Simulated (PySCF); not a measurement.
Geometry:
| atom | x (Å) | y (Å) | z (Å) |
| --- | --- | --- | --- |
| C1 | -1.938 | -2.067 | 0.783 |
| C2 | -1.004 | -1.619 | -0.057 |
| P3 | -0.297 | 0.017 | 0.249 |
| O4 | -0.883 | 0.705 | 1.446 |
| C5 | -0.529 | 0.935 | -1.292 |
| C6 | -1.182 | 2.097 | -1.242 |
| C7 | 1.487 | -0.256 | 0.369 |
| C8 | 2.123 | 0.164 | 1.464 |
| H9 | -2.408 | -3.048 | 0.661 |
| H10 | -2.254 | -1.441 | 1.625 |
| H11 | -0.660 | -2.210 | -0.913 |
| H12 | -0.132 | 0.531 | -2.230 |
| H13 | -1.356 | 2.704 | -2.136 |
| H14 | -1.560 | 2.465 | -0.282 |
| H15 | 2.013 | -0.758 | -0.451 |
| H16 | 3.200 | 0.027 | 1.595 |
| H17 | 1.561 | 0.661 | 2.262 |

Geometry: PBE0-D3(BJ)/def2-SVP; GIAO shifts from PySCF, gas phase, non-relativistic, averaged over equivalent atoms.

At PBE0/STO-3G (53 basis functions, 5.8 s wall time on 1 thread of an Arm Neoverse V1, shared host):
```
      atoms  δ (ppm)
   C1/C6/C8    112.3
   C2/C5/C7    108.1
         P3    -89.8
         O4      7.2
H10/H14/H17     5.96
 H9/H13/H16     5.71
H11/H12/H15     5.63
```

Chemical shifts δ = σref − σ; 13C (234.69 ppm), 1H (32.60 ppm) vs TMS; H3PO4 for 31P (552.63 ppm); 17O (341.71 ppm) vs H2O, all at this level.

Predict the values at PBE0/6-31G on the same geometry.

Answers


```csv
atoms,δ at PBE0/6-31G,change
C1/C6/C8,130.5,+18.2
C2/C5/C7,127.2,+19.1
P3,-46.1,+43.7
O4,-3.2,-10.4
H10/H14/H17,7.20,+1.24
H9/H13/H16,6.48,+0.77
H11/H12/H15,6.36,+0.73
```

Chemical shifts δ = σref − σ; 13C (σref 199.54), 1H (σref 32.61) vs TMS; 31P (σref 364.31) vs H3PO4; 17O (σref 318.49) against H2O, all at this level.

The largest change is at P3 (phosphorus bonded to 3 C, O). Cost: 94 basis functions, 12 s wall time on 1 thread of an Arm Neoverse V1, shared host.

Experimental scales use liquid or dissolved standards, which lie at an offset from isolated H2O (liquid H2O: subtract about 36 ppm) and H3PO4.
